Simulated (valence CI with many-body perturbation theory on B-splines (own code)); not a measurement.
# Which ion has this spectrum?

A relativistic CI+MBPT calculation for an atom or ion with 15 electrons gives these levels (× 10³ cm⁻¹):

```
  J  Parity       E     g
3/2     odd    0.00  1.35
3/2    even  1692.1  0.78
3/2     odd  1949.1  1.45
5/2     odd  2037.4  1.19
1/2     odd  2150.2  0.65
5/2    even  2255.5  1.20
5/2    even  3209.3  1.46
3/2    even  3432.6  1.15
1/2    even  3440.9  2.07
5/2    even  3624.6  0.96
3/2    even  3647.4  0.91
1/2    even  3647.4  0.21
7/2    even  3715.5  1.03
5/2    even  3932.9  1.17
```

The energies are calculated, and their last digits are not significant.

**Question.** Which is it?
A. Dy51+
B. Er53+
C. Yb55+
D. Tm54+

**Answer.** D. Tm54+, ground level (3s^2 3p1/2^2 3p3/2) J=3/2.
